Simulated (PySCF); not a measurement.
**Computed properties of C2H8O2Si, SMILES C[C@@H]([SiH2]O)O**

C₂H₈O₂Si, SMILES [C@@H](O)([SiH2]O)C. The structure is a stationary point at PBE0-D3(BJ)/def2-SVP. The structure was generated by enumeration; whether it is a known compound was not checked. One conformer was computed; it need not be the lowest. All values are computed for the isolated molecule unless a solvent is named; none is compared with measurement here.

**Structure.** All 33 harmonic modes at PBE0-D3(BJ)/def2-SVP (PySCF) are real, so it is a minimum. With heavy atoms numbered as in [CH3:1][C@H:2]([OH:3])[SiH2:4][OH:5], the shortest bond between them is C2–O3 at 1.434 Å and the longest C2–Si4 at 1.903 Å.

**Vibrations.** The strongest infrared lines (harmonic, unscaled, degenerate partners summed) lie at 963 cm⁻¹ (271 km/mol, H 89 %), 2188 cm⁻¹ (149 km/mol, H 97 %), 483 cm⁻¹ (140 km/mol, H 89 %, O 9 %). The softest mode is at 68 cm⁻¹ and the zero-point energy is 64.1 kcal/mol.

**Electronic structure.** M06-2X/def2-TZVP (PySCF) places the frontier levels at -8.82 and 1.07 eV, a gap of 9.89 eV, and gives a dipole moment of 2.32 D and a mean polarisability of 57.2 bohr³. PBE/def2-TZVP (PySCF) at the same geometry gives -6.04 and -0.52 eV, so its gap is 4.37 eV narrower. An orbital gap is neither the optical nor the fundamental gap.

**Excitations.** TDA-PBE0/def2-SVPD (PySCF) has S1 at 6.34 eV (196 nm, f = 0.007, weak); the most intense of the 10 singlets computed lies at 7.93 eV (f = 0.14). T1 (TDA) is at 5.97 eV, 0.37 eV under S1. TDA-PBE/def2-SVPD (PySCF) puts S1 at 5.59 eV. No vertical singlet excitation falls in the visible range (under 3.1 eV).

**NMR.** GIAO shifts at KT2/pcSseg-1 (PySCF) (non-relativistic, atoms alike by connectivity averaged): ¹³C from 22.1 to 65.3 ppm against TMS; ¹H from -0.9 to 5.1 ppm against TMS; ²⁹Si at -13.6 ppm against TMS.

**Solvation.** SMD-M06-2X/6-31G* (PySCF) gives -7.4 kcal/mol in water, -5.0 kcal/mol in chlorobenzene, -4.1 kcal/mol in benzene (1 M in both phases, gas-phase geometry); of these solvents water holds the molecule best.
